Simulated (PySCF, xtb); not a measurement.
CH10N2Si2, SMILES [SiH3]N[SiH2]CN.

GFN2-xTB in xtb 6.7.1 at its own geometry gives an orbital gap of 4.76 eV and a dipole moment of 1.39 D.

Geometry optimised at B3LYP-D3(BJ)/def2-SVP. The structure was generated by enumeration, and PubChem lists no compound with its InChIKey, so it may never have been made. One conformer was computed; it need not be the lowest.

**Question.** What does PBE/def2-TZVP (PySCF) give? (Estimate from the structure and the level; the computed values follow.)

**Answer.** gap 5.07 eV (levels -5.63 and -0.56 eV), dipole 2.57 D.
